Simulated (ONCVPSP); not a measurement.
**Transferability test, ONCV potential for carbon**

carbon, optimised norm-conserving Vanderbilt (ONCV), made with ONCVPSP 4.0.1 (PBE, scalar-relativistic). Core [He], reference 2s2 2p2. Waves: 2s: rc 0.85 bohr, ncon 3, nbas 6, qcut 7.2 1/bohr, 1 projector; 2p: rc 2.80 bohr, ncon 3, nbas 7, qcut 4.4 1/bohr, 2 projectors, debl 2.3 Ha; d scattering state at 0.36 Ha: rc 2.40 bohr, ncon 4, nbas 8, qcut 4.7 1/bohr, 2 projectors, debl 2.8 Ha. Local part: polynomial inside 0.65 bohr (lpopt 5, dvloc0 0 Ha). Core correction: none.

Energies are relative to the spin-unpolarised reference configuration 2s2 2p2; without spin polarisation the order of configurations can differ from experiment.

| valence configuration | charge | ΔE all-electron (eV) | error AE − PS (meV) |
| --- | --- | --- | --- |
| 2s2 2p1 | +1 | 10.861 | +177 |
| 2s2 2p0 | +2 | 35.017 | +1342 |
| 2s1 2p0 | +3 | 83.211 | +2542 |

Task: What are ΔE and the potential's error for 2s2 2p1.5?

Result: ΔE = 3.963 eV all-electron; the error (AE − PS) is +28 meV.

Note: ghosts flagged at negative energy: p at -656.1 eV; GHOST(+) flags only above 600 eV. A true bound ghost makes a file unfit for plane-wave use.
